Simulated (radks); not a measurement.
The numbers below are computed, except where a source is named.
Task: Ionisation of the germanium ion Ge+, [Ar] 3d10 4s2 4p1, to [Ar] 3d10 4s2 as the strength of local exchange is varied. Level of theory: Dirac Kohn-Sham, Slater X-alpha exchange (alpha = 2/3 is LDA exchange), no correlation, spin-unpolarised, spherical densities, point nucleus; open shells are shared between the two j in proportion to 2j + 1 (a radial shooting solver on a logarithmic mesh with Libxc functionals).

| alpha | E(Ge+) (hartree) | exchange (hartree) | IE (eV) | -e of the level emptied (eV) | <r> of it (bohr) |
|---|---|---|---|---|---|
| 0.578 | -2083.15177 | -63.42297 | 13.756 | 9.538 (4p3/2) | 2.668 |
| 0.605 | -2086.11655 | -66.48063 | 13.998 | 9.759 (4p3/2) | 2.646 |
| 0.667 | -2092.94061 | -73.53380 | 14.561 | 10.275 (4p3/2) | 2.597 |
| 0.74 | -2101.00401 | -81.89520 | 15.238 | 10.898 (4p3/2) | 2.542 |
| 0.791 | -2106.65568 | -87.77315 | 15.720 | 11.345 (4p3/2) | 2.506 |
| 0.919 | -2120.90659 | -102.65733 | 16.962 | 12.503 (4p3/2) | 2.421 |
| 1.041 | -2134.57764 | -117.01867 | 18.189 | 13.655 (4p3/2) | 2.347 |
| x | -2092.72013 | -73.30559 | 14.542 | 10.258 (4p3/2) | 2.598 |

Which alpha was used in the last row?

Result: alpha = 0.665. NIST Atomic Spectra Database: 15.935 eV (measured). The Delta-SCF value meets it near alpha = 0.81. Spin polarisation and multiplet splitting are left out, so open shells lie too high by an amount that depends on their filling. Sharing an open shell by 2j + 1 raises it above the true ground level by a part of the spin-orbit splitting, which enters the differences from NIST.

Beside tabulated values, note that spin-unpolarised runs miss the spin-polarisation part of the exchange energy of open shells.
